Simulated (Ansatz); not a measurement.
**Molecular dynamics of F$_{2}$H$_{9}$NSi$_{2}$**

Input:

```yaml
crystal:
  periodic: [false, false, false]
  atoms:
    - { symbol: Si, position_ang: [-0.868199, -0.511386, -0.517143] }
    - { symbol: "N", position_ang: [0.43428, -1.538152, 0.367079] }
    - { symbol: H, position_ang: [-0.815726, -1.237134, -1.841804] }
    - { symbol: H, position_ang: [-2.22876, -0.787636, 0.003758] }
    - { symbol: Si, position_ang: [-0.05754, 1.632254, -0.971398] }
    - { symbol: H, position_ang: [0.352454, 0.483715, 1.642104] }
    - { symbol: F, position_ang: [-0.71248, 0.249171, 1.694105] }
    - { symbol: H, position_ang: [1.138342, -0.766058, 0.758007] }
    - { symbol: F, position_ang: [1.509015, 0.470408, 1.302371] }
    - { symbol: H, position_ang: [0.895167, -2.241745, -0.212982] }
    - { symbol: H, position_ang: [0.039306, -1.983678, 1.199209] }
    - { symbol: H, position_ang: [1.335004, 1.489256, -1.490381] }
    - { symbol: H, position_ang: [-0.124413, 2.584155, 0.16582] }
    - { symbol: H, position_ang: [-0.896551, 2.156833, -2.098745] }
basis:
  gaussian: { orbitals: def2-SVP }
hamiltonian:
  xc: r2scan
  dispersion: d4
md:
  timestep: 0.5
  n_steps: 200
  ensemble: nve
  temperature: 100.0
  initial_velocities: maxwell_boltzmann
  seed: 8365
```

Command:

```bash
$ ansatz run input.yaml --threads 4 --pin off --max-ram 5120MiB --backend cpu --events-out ev --progress --plain --runs-dir out
```

It starts at the highest image of a converged band. Of that band: The profile has 2 maxima (images 2, 4) with wells between them (image 3): this band takes more than one step, which may be the mechanism or a detour left from its start path. A vibrational analysis at the climbing image gives one clearly imaginary mode, 211i cm⁻¹: a first-order saddle point.

Output, in part (one step line in 3, the closing report, with atoms numbered from 0):

```
md step     0: t =     0.00 fs  T =   100.0 K  F+E_penalty+E_count = -22811.64466062 eV  E_kin = 0.155112 eV  conserved = -22811.48954862 eV  (28 SCF iters)
md step     3: t =     1.50 fs  T =    80.9 K  F+E_penalty+E_count = -22811.61472857 eV  E_kin = 0.125530 eV  conserved = -22811.48919882 eV  (32 SCF iters)
md step     6: t =     3.00 fs  T =    51.3 K  F+E_penalty+E_count = -22811.56831453 eV  E_kin = 0.079539 eV  conserved = -22811.48877584 eV  (31 SCF iters)
md step     9: t =     4.50 fs  T =    44.6 K  F+E_penalty+E_count = -22811.55815253 eV  E_kin = 0.069234 eV  conserved = -22811.48891890 eV  (32 SCF iters)
md step    12: t =     6.00 fs  T =    52.7 K  F+E_penalty+E_count = -22811.57094037 eV  E_kin = 0.081808 eV  conserved = -22811.48913226 eV  (31 SCF iters)
md step    15: t =     7.50 fs  T =    57.0 K  F+E_penalty+E_count = -22811.57761184 eV  E_kin = 0.088407 eV  conserved = -22811.48920469 eV  (30 SCF iters)
md step    18: t =     9.00 fs  T =    49.5 K  F+E_penalty+E_count = -22811.56589173 eV  E_kin = 0.076747 eV  conserved = -22811.48914503 eV  (31 SCF iters)
md step    21: t =    10.50 fs  T =    37.1 K  F+E_penalty+E_count = -22811.54633039 eV  E_kin = 0.057499 eV  conserved = -22811.48883153 eV  (31 SCF iters)
md step    24: t =    12.00 fs  T =    43.2 K  F+E_penalty+E_count = -22811.55581042 eV  E_kin = 0.066946 eV  conserved = -22811.48886491 eV  (31 SCF iters)
md step    27: t =    13.50 fs  T =    64.1 K  F+E_penalty+E_count = -22811.58879569 eV  E_kin = 0.099494 eV  conserved = -22811.48930215 eV  (31 SCF iters)
md step    30: t =    15.00 fs  T =    67.4 K  F+E_penalty+E_count = -22811.59381998 eV  E_kin = 0.104470 eV  conserved = -22811.48935046 eV  (31 SCF iters)
md step    33: t =    16.50 fs  T =    49.3 K  F+E_penalty+E_count = -22811.56538874 eV  E_kin = 0.076401 eV  conserved = -22811.48898791 eV  (31 SCF iters)
md step    36: t =    18.00 fs  T =    38.7 K  F+E_penalty+E_count = -22811.54885517 eV  E_kin = 0.060033 eV  conserved = -22811.48882177 eV  (29 SCF iters)
md step    39: t =    19.50 fs  T =    50.3 K  F+E_penalty+E_count = -22811.56694708 eV  E_kin = 0.077963 eV  conserved = -22811.48898434 eV  (31 SCF iters)
md step    42: t =    21.00 fs  T =    70.8 K  F+E_penalty+E_count = -22811.59911298 eV  E_kin = 0.109861 eV  conserved = -22811.48925247 eV  (31 SCF iters)
md step    45: t =    22.50 fs  T =    76.7 K  F+E_penalty+E_count = -22811.60836675 eV  E_kin = 0.118982 eV  conserved = -22811.48938445 eV  (31 SCF iters)
md step    48: t =    24.00 fs  T =    57.9 K  F+E_penalty+E_count = -22811.57890673 eV  E_kin = 0.089835 eV  conserved = -22811.48907211 eV  (31 SCF iters)
md step    51: t =    25.50 fs  T =    39.3 K  F+E_penalty+E_count = -22811.54971198 eV  E_kin = 0.060966 eV  conserved = -22811.48874552 eV  (30 SCF iters)
md step    54: t =    27.00 fs  T =    45.9 K  F+E_penalty+E_count = -22811.56013132 eV  E_kin = 0.071168 eV  conserved = -22811.48896368 eV  (31 SCF iters)
md step    57: t =    28.50 fs  T =    62.2 K  F+E_penalty+E_count = -22811.58569510 eV  E_kin = 0.096449 eV  conserved = -22811.48924616 eV  (31 SCF iters)
md step    60: t =    30.00 fs  T =    65.9 K  F+E_penalty+E_count = -22811.59137931 eV  E_kin = 0.102168 eV  conserved = -22811.48921160 eV  (30 SCF iters)
md step    63: t =    31.50 fs  T =    59.1 K  F+E_penalty+E_count = -22811.58065525 eV  E_kin = 0.091604 eV  conserved = -22811.48905094 eV  (31 SCF iters)
md step    66: t =    33.00 fs  T =    56.4 K  F+E_penalty+E_count = -22811.57643170 eV  E_kin = 0.087534 eV  conserved = -22811.48889763 eV  (31 SCF iters)
md step    69: t =    34.50 fs  T =    69.2 K  F+E_penalty+E_count = -22811.59634791 eV  E_kin = 0.107291 eV  conserved = -22811.48905674 eV  (31 SCF iters)
md step    72: t =    36.00 fs  T =    83.5 K  F+E_penalty+E_count = -22811.61892574 eV  E_kin = 0.129564 eV  conserved = -22811.48936160 eV  (31 SCF iters)
md step    75: t =    37.50 fs  T =    75.9 K  F+E_penalty+E_count = -22811.60691009 eV  E_kin = 0.117682 eV  conserved = -22811.48922854 eV  (30 SCF iters)
md step    78: t =    39.00 fs  T =    56.2 K  F+E_penalty+E_count = -22811.57595656 eV  E_kin = 0.087107 eV  conserved = -22811.48884971 eV  (31 SCF iters)
md step    81: t =    40.50 fs  T =    53.1 K  F+E_penalty+E_count = -22811.57124738 eV  E_kin = 0.082361 eV  conserved = -22811.48888641 eV  (31 SCF iters)
md step    84: t =    42.00 fs  T =    65.8 K  F+E_penalty+E_count = -22811.59120993 eV  E_kin = 0.102106 eV  conserved = -22811.48910419 eV  (31 SCF iters)
md step    87: t =    43.50 fs  T =    77.7 K  F+E_penalty+E_count = -22811.60965241 eV  E_kin = 0.120485 eV  conserved = -22811.48916725 eV  (31 SCF iters)
md step    90: t =    45.00 fs  T =    81.5 K  F+E_penalty+E_count = -22811.61564992 eV  E_kin = 0.126397 eV  conserved = -22811.48925294 eV  (31 SCF iters)
md step    93: t =    46.50 fs  T =    72.6 K  F+E_penalty+E_count = -22811.60169244 eV  E_kin = 0.112569 eV  conserved = -22811.48912297 eV  (29 SCF iters)
md step    96: t =    48.00 fs  T =    63.2 K  F+E_penalty+E_count = -22811.58685966 eV  E_kin = 0.098017 eV  conserved = -22811.48884220 eV  (31 SCF iters)
md step    99: t =    49.50 fs  T =    72.9 K  F+E_penalty+E_count = -22811.60216649 eV  E_kin = 0.113118 eV  conserved = -22811.48904893 eV  (31 SCF iters)
md step   102: t =    51.00 fs  T =    86.9 K  F+E_penalty+E_count = -22811.62410573 eV  E_kin = 0.134840 eV  conserved = -22811.48926623 eV  (31 SCF iters)
md step   105: t =    52.50 fs  T =    87.9 K  F+E_penalty+E_count = -22811.62549340 eV  E_kin = 0.136402 eV  conserved = -22811.48909116 eV  (32 SCF iters)
md step   108: t =    54.00 fs  T =    86.6 K  F+E_penalty+E_count = -22811.62330047 eV  E_kin = 0.134275 eV  conserved = -22811.48902513 eV  (31 SCF iters)
md step   111: t =    55.50 fs  T =    90.4 K  F+E_penalty+E_count = -22811.62920218 eV  E_kin = 0.140213 eV  conserved = -22811.48898899 eV  (32 SCF iters)
md step   114: t =    57.00 fs  T =   103.0 K  F+E_penalty+E_count = -22811.64874717 eV  E_kin = 0.159737 eV  conserved = -22811.48901001 eV  (32 SCF iters)
md step   117: t =    58.50 fs  T =   119.3 K  F+E_penalty+E_count = -22811.67444528 eV  E_kin = 0.185073 eV  conserved = -22811.48937235 eV  (32 SCF iters)
md step   120: t =    60.00 fs  T =   113.1 K  F+E_penalty+E_count = -22811.66476421 eV  E_kin = 0.175412 eV  conserved = -22811.48935214 eV  (32 SCF iters)
md step   123: t =    61.50 fs  T =    88.9 K  F+E_penalty+E_count = -22811.62659808 eV  E_kin = 0.137830 eV  conserved = -22811.48876765 eV  (32 SCF iters)
md step   126: t =    63.00 fs  T =    90.2 K  F+E_penalty+E_count = -22811.62866304 eV  E_kin = 0.139873 eV  conserved = -22811.48879054 eV  (32 SCF iters)
md step   129: t =    64.50 fs  T =   115.5 K  F+E_penalty+E_count = -22811.66850407 eV  E_kin = 0.179139 eV  conserved = -22811.48936512 eV  (31 SCF iters)
md step   132: t =    66.00 fs  T =   123.9 K  F+E_penalty+E_count = -22811.68144244 eV  E_kin = 0.192202 eV  conserved = -22811.48924021 eV  (32 SCF iters)
md step   135: t =    67.50 fs  T =   120.6 K  F+E_penalty+E_count = -22811.67604602 eV  E_kin = 0.187010 eV  conserved = -22811.48903604 eV  (32 SCF iters)
md step   138: t =    69.00 fs  T =   119.7 K  F+E_penalty+E_count = -22811.67479570 eV  E_kin = 0.185608 eV  conserved = -22811.48918744 eV  (31 SCF iters)
md step   141: t =    70.50 fs  T =   115.1 K  F+E_penalty+E_count = -22811.66746574 eV  E_kin = 0.178535 eV  conserved = -22811.48893102 eV  (32 SCF iters)
md step   144: t =    72.00 fs  T =   123.1 K  F+E_penalty+E_count = -22811.67991035 eV  E_kin = 0.190916 eV  conserved = -22811.48899468 eV  (32 SCF iters)
md step   147: t =    73.50 fs  T =   136.9 K  F+E_penalty+E_count = -22811.70176634 eV  E_kin = 0.212288 eV  conserved = -22811.48947829 eV  (32 SCF iters)
md step   150: t =    75.00 fs  T =   122.9 K  F+E_penalty+E_count = -22811.67995305 eV  E_kin = 0.190706 eV  conserved = -22811.48924657 eV  (31 SCF iters)
md step   153: t =    76.50 fs  T =   100.9 K  F+E_penalty+E_count = -22811.64510559 eV  E_kin = 0.156431 eV  conserved = -22811.48867435 eV  (32 SCF iters)
md step   156: t =    78.00 fs  T =   110.9 K  F+E_penalty+E_count = -22811.66108928 eV  E_kin = 0.172018 eV  conserved = -22811.48907134 eV  (32 SCF iters)
md step   159: t =    79.50 fs  T =   127.2 K  F+E_penalty+E_count = -22811.68669014 eV  E_kin = 0.197333 eV  conserved = -22811.48935685 eV  (32 SCF iters)
md step   162: t =    81.00 fs  T =   125.4 K  F+E_penalty+E_count = -22811.68367464 eV  E_kin = 0.194517 eV  conserved = -22811.48915743 eV  (32 SCF iters)
md step   165: t =    82.50 fs  T =   116.5 K  F+E_penalty+E_count = -22811.66991350 eV  E_kin = 0.180767 eV  conserved = -22811.48914693 eV  (31 SCF iters)
md step   168: t =    84.00 fs  T =   104.2 K  F+E_penalty+E_count = -22811.65066410 eV  E_kin = 0.161616 eV  conserved = -22811.48904792 eV  (29 SCF iters)
md step   171: t =    85.50 fs  T =    99.7 K  F+E_penalty+E_count = -22811.64338491 eV  E_kin = 0.154622 eV  conserved = -22811.48876270 eV  (31 SCF iters)
md step   174: t =    87.00 fs  T =   119.7 K  F+E_penalty+E_count = -22811.67498368 eV  E_kin = 0.185736 eV  conserved = -22811.48924721 eV  (31 SCF iters)
md step   177: t =    88.50 fs  T =   129.6 K  F+E_penalty+E_count = -22811.69052667 eV  E_kin = 0.201025 eV  conserved = -22811.48950192 eV  (31 SCF iters)
md step   180: t =    90.00 fs  T =   110.3 K  F+E_penalty+E_count = -22811.66008986 eV  E_kin = 0.171089 eV  conserved = -22811.48900116 eV  (31 SCF iters)
md step   183: t =    91.50 fs  T =    98.2 K  F+E_penalty+E_count = -22811.64114120 eV  E_kin = 0.152281 eV  conserved = -22811.48886043 eV  (31 SCF iters)
md step   186: t =    93.00 fs  T =   105.6 K  F+E_penalty+E_count = -22811.65304112 eV  E_kin = 0.163845 eV  conserved = -22811.48919564 eV  (31 SCF iters)
md step   189: t =    94.50 fs  T =   110.0 K  F+E_penalty+E_count = -22811.65983296 eV  E_kin = 0.170651 eV  conserved = -22811.48918220 eV  (31 SCF iters)
md step   192: t =    96.00 fs  T =   108.6 K  F+E_penalty+E_count = -22811.65761767 eV  E_kin = 0.168422 eV  conserved = -22811.48919605 eV  (31 SCF iters)
md step   195: t =    97.50 fs  T =    99.4 K  F+E_penalty+E_count = -22811.64335786 eV  E_kin = 0.154157 eV  conserved = -22811.48920079 eV  (31 SCF iters)
md step   198: t =    99.00 fs  T =    85.7 K  F+E_penalty+E_count = -22811.62175235 eV  E_kin = 0.132944 eV  conserved = -22811.48880804 eV  (31 SCF iters)
md step   200: t =   100.00 fs  T =    88.4 K  F+E_penalty+E_count = -22811.62602444 eV  E_kin = 0.137180 eV  conserved = -22811.48884442 eV  (28 SCF iters)
Total energy: -22811.62603518 eV, -838.3117945175 hartree
Atom 0 at    -0.787323    -0.642324    -0.786881 Å, force    -0.019461     0.254390     0.251093 eV/Å
Atom 1 at     0.317900    -1.512929     0.353597 Å, force    -0.316705     0.337820     0.204054 eV/Å
Atom 2 at    -0.552187    -1.304988    -2.112287 Å, force    -0.044484     0.025655     0.044395 eV/Å
Atom 3 at    -2.205166    -0.882934    -0.362991 Å, force     0.106528     0.104747    -0.112737 eV/Å
Atom 4 at    -0.128510     1.633176    -0.969544 Å, force    -0.621157     0.079621     0.902926 eV/Å
Atom 5 at     0.154614     0.590597     1.931595 Å, force    -0.818007    -0.067034     0.183852 eV/Å
Atom 6 at    -0.793788     0.477121     2.106304 Å, force     1.139260    -0.048098    -0.300207 eV/Å
Atom 7 at     1.323863    -0.421512     0.830153 Å, force    -0.098673    -0.228268     0.114900 eV/Å
Atom 8 at     1.685855     0.393239     1.287928 Å, force    -0.307117     0.041539    -0.018568 eV/Å
Atom 9 at     0.664030    -2.347775    -0.105039 Å, force     0.266353    -0.361502     0.079998 eV/Å
Atom 10 at    -0.151913    -1.786945     1.232208 Å, force     0.212996     0.169837    -0.406021 eV/Å
Atom 11 at     1.247074     1.648575    -1.479415 Å, force     0.490898     0.030155    -0.092340 eV/Å
Atom 12 at    -0.253347     2.389630     0.376258 Å, force     0.047969    -0.407537    -0.947325 eV/Å
Atom 13 at    -0.991516     2.243228    -2.031094 Å, force    -0.038400     0.068674     0.095980 eV/Å
Dipole moment:     0.000811    -0.626439    -0.285667 e Å
```

The run went to its last step. The conserved energy stayed within 0.064 meV per atom of its start (net change 0.05 meV per atom), so the integration is sound. A run of 0.1 ps of so small a system gives no equilibrium averages. The orbitals stay closed-shell, which can raise the energy where a bond breaks towards radicals; this wasn't checked here.

Between its relaxed ends the band would form Si1–F7, N2–H8, H6–F9 and break Si1–N2, H6–F7, H8–F9. These pairs go: Si1–F7 2.34 → 3.10 Å, N2–H8 1.12 → 1.56 Å, H6–F9 1.21 → 1.67 Å, Si1–N2 1.88 → 1.81 Å, H6–F7 1.09 → 0.97 Å, H8–F9 1.40 → 1.00 Å. In the last frame they stand as before the step (other bonds may differ from the relaxed reactants and products). It ends as FH + FH + H7NSi2. Pairs count as bonded within 1.25 times the sum of covalent radii (0.12 Å more for H–H).

Last frame:

```xyz
14
Properties=species:S:1:pos:R:3
Si -0.787 -0.642 -0.787
N 0.318 -1.513 0.354
H -0.552 -1.305 -2.112
H -2.205 -0.883 -0.363
Si -0.129 1.633 -0.970
H 0.155 0.591 1.932
F -0.794 0.477 2.106
H 1.324 -0.421 0.830
F 1.686 0.393 1.288
H 0.664 -2.348 -0.105
H -0.152 -1.787 1.232
H 1.247 1.649 -1.479
H -0.253 2.390 0.376
H -0.992 2.243 -2.031
```

The run took 15 min on 4 threads of Arm Neoverse N1 (shared host), peak memory 0.23 GiB.
